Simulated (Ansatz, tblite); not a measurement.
Removing an electron: ZnMe(NH2) (CH₅NZn). Total charge 0; singlet. Geometry: r2SCAN-D4/def2-TZVP. Ansatz, gas phase; energy differences of separate SCF runs; the oxidised species was run as a doublet alone.

```xyz
8

Zn    0.2389   -0.0187   -0.1794
C    -1.2204    0.0526    1.0621
H    -2.1203    0.4620    0.5975
H    -0.9659    0.6798    1.9204
H    -1.4568   -0.9463    1.4372
N     1.7083   -0.1337   -1.2425
H     2.1026    0.7229   -1.6086
H     1.7136   -0.8185   -1.9867
```

The xTB rows come from tblite. Correlated methods freeze 11 core orbitals.

| level | −HOMO (eV) | vertical IE (eV) | −LUMO (eV) | HOMO–LUMO gap (eV) |
| --- | --- | --- | --- | --- |
| GFN1-xTB | 9.62 | 13.33 | 5.13 | 4.49 |
| GFN2-xTB | 9.40 | 13.54 | 4.92 | 4.48 |
| HF/def2-TZVPP | – | 7.44 | – | – |
| PBE-D4/def2-TZVP | 5.29 | 8.90 | 0.72 | 4.57 |
| r2SCAN-D4/def2-TZVP | 5.54 | 8.83 | 0.28 | 5.26 |
| PBE0-D4/def2-TZVP | 6.62 | 8.92 | -0.02 | 6.64 |
| MP2/def2-TZVPP | – | 9.19 | – | – |
| CCSD/def2-TZVPP | – | 8.89 | – | – |
| CCSD(T)/def2-TZVPP | – | 9.00 | – | – |

Relaxing the oxidised species (r2SCAN-D4/def2-TZVP) changes its energy by -0.22 eV at PBE-D4/def2-TZVP, so the adiabatic ionisation energy to this nearest minimum is 8.68 eV. At PBE0-D4/def2-TZVP it is 8.55 eV.   Raw xTB energy differences between charge states are shifted by several eV; the methods need an empirical correction for them.
